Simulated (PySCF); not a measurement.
ZnI, SMILES [Zn][I] (connectivity only; charge and spin as stated), neutral, multiplicity 2.

The structure is a stationary point at B3LYP-D3(BJ)/def2-TZVP. The multiplicity is an assumed one; other spin states were not compared. The def2 effective core potentials stand for the cores of I; spin–orbit coupling is left out.

These are IEF-PCM-M06-2X/def2-TZVPD (PySCF 2.14.0) values and carry that method's errors.

The values are the electrostatic part of the solvation free energy, E(continuum) − E(gas) at the gas-phase geometry, in a cavity of scaled van der Waals radii (PySCF's table); cavitation and dispersion terms are not included. A continuum can't describe solvent molecules that bind to the metal. The dipole moment in vacuum is 2.54 D.

Computed values in water (ε = 78.36), chloroform (ε = 4.71), dimethylsulfoxide (ε = 46.83):
```
solvent                ε  ΔG(elec) (kcal/mol)  dipole (D)
-----------------  -----  -------------------  ----------
water              78.36                -14.8        5.49
chloroform          4.71                -10.2        4.50
dimethylsulfoxide  46.83                -14.5        5.44
```
